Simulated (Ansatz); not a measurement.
A nudged elastic band was laid between two geometries of AlF2H2N + H2 (8 atoms, charge 0, multiplicity 1).

Method: RKS PBE-D4/def2-mTZVP in Ansatz.

```json
{
  "movable images": "7",
  "climbing image": "yes",
  "spring": "5.0 eV/Å²",
  "optimiser": "quadratic models (default)",
  "start path": "through a guess of the saddle point",
  "force threshold": "0.03 eV/Å",
  "iteration limit": "60",
  "end points": "relaxed"
}
```

Image 0:

```xyz
8
Properties=species:S:1:pos:R:3
Al -0.002 -0.033 0.415
N 0.030 -0.414 2.138
H -0.783 -0.698 2.679
H 0.879 -0.514 2.689
F 1.416 0.225 -0.418
F -1.435 -0.087 -0.430
H -0.254 2.396 0.260
H -0.266 2.248 1.004
```

Image 8:

```xyz
8
Properties=species:S:1:pos:R:3
Al -0.053 0.569 0.001
N -0.059 0.299 2.032
H -0.789 -0.378 2.283
H 0.844 -0.095 2.321
F 1.438 -0.170 -0.302
F -1.405 -0.386 -0.337
H -0.171 2.136 -0.245
H -0.220 1.148 2.583
```

(1) Which bonds break or form, and what moves?

(2) Give the energies along the band, and the barrier.

(3) What is the geometry of the highest image?

(4) What are the harmonic wavenumbers there?

The band took 10 iterations and of the order of 3 core-minutes.

## Answers

(1) Bonds broken: H7–H8. Bonds formed: Al1–H7, N2–H8. AlF2H2N + H2 becomes AlF2H4N.

(2) The run converged. The highest image is number 4 of 0 to 8, 61.7 kJ/mol above the first end and 143.1 kJ/mol above the last; the last end lies 81.4 kJ/mol below the first. A vibrational analysis at the climbing image gives one clearly imaginary mode, 1096i cm⁻¹: a first-order saddle point. The orbitals stay closed-shell, which can raise the energy where a bond breaks towards radicals; this wasn't checked here.

```json
{"image": "0", "path coordinate (Å)": "0.00", "energy (kJ/mol)": "0.0", "H7–H8 (Å)": "0.76", "Al1–H7 (Å)": "2.45", "N2–H8 (Å)": "2.91"}
{"image": "1", "path coordinate (Å)": "0.38", "energy (kJ/mol)": "1.8", "H7–H8 (Å)": "0.76", "Al1–H7 (Å)": "2.39", "N2–H8 (Å)": "2.60"}
{"image": "2", "path coordinate (Å)": "0.77", "energy (kJ/mol)": "10.6", "H7–H8 (Å)": "0.77", "Al1–H7 (Å)": "2.25", "N2–H8 (Å)": "2.24"}
{"image": "3", "path coordinate (Å)": "1.15", "energy (kJ/mol)": "34.0", "H7–H8 (Å)": "0.81", "Al1–H7 (Å)": "2.01", "N2–H8 (Å)": "1.86"}
{"image": "4", "path coordinate (Å)": "1.53", "energy (kJ/mol)": "61.7", "H7–H8 (Å)": "1.01", "Al1–H7 (Å)": "1.80", "N2–H8 (Å)": "1.46"}
{"image": "5", "path coordinate (Å)": "1.97", "energy (kJ/mol)": "-4.5", "H7–H8 (Å)": "1.48", "Al1–H7 (Å)": "1.67", "N2–H8 (Å)": "1.10"}
{"image": "6", "path coordinate (Å)": "2.40", "energy (kJ/mol)": "-56.0", "H7–H8 (Å)": "2.01", "Al1–H7 (Å)": "1.60", "N2–H8 (Å)": "1.03"}
{"image": "7", "path coordinate (Å)": "2.84", "energy (kJ/mol)": "-76.1", "H7–H8 (Å)": "2.52", "Al1–H7 (Å)": "1.59", "N2–H8 (Å)": "1.03"}
{"image": "8", "path coordinate (Å)": "3.27", "energy (kJ/mol)": "-81.4", "H7–H8 (Å)": "3.00", "Al1–H7 (Å)": "1.59", "N2–H8 (Å)": "1.03"}
```

(3) 
```xyz
8
Properties=species:S:1:pos:R:3
Al -0.028 0.266 0.159
N -0.026 0.035 2.019
H -0.831 -0.347 2.521
H 0.828 -0.162 2.544
F 1.455 0.115 -0.582
F -1.448 -0.166 -0.598
H -0.203 1.972 0.718
H -0.163 1.411 1.554
```

(4) 1096i, 149, 217, 290, 309, 497, 611, 659, 703, 781, 904, 957, 1391, 1544, 1766, 1775, 3436, 3533 cm⁻¹.

Time of the run: 95 s on 2 threads of Arm Neoverse V2, with other jobs on the host, peak memory 0.15 GiB.
